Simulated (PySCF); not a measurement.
Ga2(mu-H)2(Cl)4, H₂Cl₄Ga₂, singlet (CAM-B3LYP/def2-SVP optimised geometry):

```
8

Ga     1.349    -0.836     1.640
Ga    -0.508    -0.236     0.000
H      1.241    -0.236     0.000
Cl     2.083     0.687     2.929
Cl     2.079    -2.832     1.641
H     -0.400    -0.836     1.640
Cl    -1.241     1.760     0.000
Cl    -1.240    -1.760    -1.289
```

Calculation: CAM-B3LYP/def2-TZVP (PySCF).

Task: What are the frontier orbital energies and the dipole moment?

Result: HOMO-2 -11.01 eV, HOMO-1 -10.86 eV, HOMO -10.62 eV, LUMO -1.68 eV, LUMO+1 -0.29 eV; dipole moment 0.00 D.

On the same geometry PBE/def2-TZVP run with PySCF gives HOMO-2 -8.21 eV, HOMO-1 -8.06 eV, HOMO -7.91 eV, LUMO -3.57 eV, LUMO+1 -2.01 eV; dipole moment 0.00 D.

Meta-Löwdin charges at CAM-B3LYP/def2-TZVP: Ga1 0.58, Ga2 0.58, H3 -0.07, Cl4 -0.26, Cl5 -0.26, H6 -0.07, Cl7 -0.26, Cl8 -0.26.
